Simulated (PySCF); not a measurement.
TeI₂, SMILES I[Te]I.

Geometry optimised at B3LYP-D3(BJ)/def2-SVP. The def2 effective core potentials stand for the cores of I, Te; spin–orbit coupling is left out.

Level of theory: TDDFT-CAM-B3LYP/def2-SVPD (PySCF).

Vertical excitations. Gas-phase values at a fixed geometry. State labels are in the subgroup C2v.

```
state  symmetry  energy (eV)  λ (nm)      f                            main pairs
-----  --------  -----------  ------  -----  ------------------------------------
S1           B1         1.69     732  0.001                        HOMO→LUMO 99 %
S2           A2         2.06     603  0.000                      HOMO→LUMO+1 97 %
S3           B2         3.27     379  0.010  HOMO−1→LUMO 78 %, HOMO−3→LUMO+1 20 %
S4           A1         3.41     364  0.006  HOMO−3→LUMO 60 %, HOMO−1→LUMO+1 37 %
S5           A2         3.46     358  0.000                      HOMO−2→LUMO 91 %
S6           B1         3.85     322  0.001  HOMO−2→LUMO+1 66 %, HOMO−4→LUMO 33 %
S7           A1         4.05     306  0.002  HOMO−1→LUMO+1 61 %, HOMO−3→LUMO 38 %
S8           B1         4.52     274  0.001  HOMO−4→LUMO 66 %, HOMO−2→LUMO+1 32 %
S9           B2         4.68     265  0.134  HOMO−3→LUMO+1 73 %, HOMO−1→LUMO 18 %
S10          A2         4.85     256  0.000                    HOMO−4→LUMO+1 91 %
T1           B1         1.16    1072      0                        HOMO→LUMO 96 %
T2           A2         1.52     815      0                      HOMO→LUMO+1 94 %
T3           B2         2.74     453      0  HOMO−1→LUMO 83 %, HOMO−3→LUMO+1 15 %
T4           A1         2.91     426      0  HOMO−3→LUMO 69 %, HOMO−1→LUMO+1 28 %
```
Triplets are in the Tamm–Dancoff approximation, which puts them higher than full response would, so one can lie above its singlet here.
